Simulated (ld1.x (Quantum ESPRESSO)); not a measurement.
**Transferability test, TM potential for niobium**

- Element: niobium
- Generator: ld1.x (Quantum ESPRESSO) 7.5
- Type: norm-conserving Troullier–Martins (Kleinman–Bylander form)
- Functional: LDA (PZ)
- Relativity: scalar-relativistic
- Frozen core: [Ar] 3d10 4s2
- Valence charge: 11
- Reference configuration: 4p6 4d4 5s1 5p0
- Partial waves: 5s (bound): rc 3.30 bohr; 4d (bound): rc 1.70 bohr; 4p (bound): rc 1.20 bohr
- Local potential: the p channel
- Core correction: none

Energies are relative to the spin-unpolarised reference configuration 4p6 4d4 5s1 5p0; without spin polarisation the order of configurations can differ from experiment. Spin-polarised rows fill each open shell by Hund’s rule, majority spin first. The frozen-core shift is the all-electron ΔE with the core orbitals held at their reference shape minus the fully relaxed ΔE.

| valence configuration | charge | ΔE all-electron (eV) | error AE − PS (meV) | frozen-core shift (meV) |
| --- | --- | --- | --- | --- |
| 4p6 4d2 5s0 5p0 | +3 | 46.126 | +53 | +44 |
| 4p6 4d3 5s1 5p0 | +1 | 7.210 | -15 | +2.0 |
| 4p6 4d4 5s0 5p1 | 0 | 3.048 | +3.0 | +0.5 |
| 4p6 4d4.5 5s0.5 5p0 | 0 | 0.584 | -4.9 | +1.6 |
| 4p5 4d4 5s1 5p0 | +1 | 39.868 | -80 | +46 |
| 4p6 4d4 5s1 5p0 (spin-polarised) | 0 | -2.609 | +248 | +3.2 |
| 4p6 4d4 5s0 5p0 (spin-polarised) | +1 | 4.795 | +234 | +4.9 |

Question: What are ΔE and the potential's error for 4p6 4d4 5s0 5p0?

Answer: ΔE = 6.916 eV all-electron; the error (AE − PS) is -9.2 meV.

Question: What are ΔE and the potential's error for 4p6 4d3 5s0 5p0?

Answer: ΔE = 21.192 eV all-electron; the error (AE − PS) is +13 meV.

These tests converged, but a pseudo level misses the all-electron one widely, so the file describes the atom poorly there or has found another state: 4p6 4d2 5s0 5p0: empty 5s by 3.5 eV (a node warning on the way).

Note: ghost state, extra bound levels that the all-electron valence spectrum of the same l lacks: s at -15.5 eV. A true bound ghost makes a file unfit for plane-wave use.
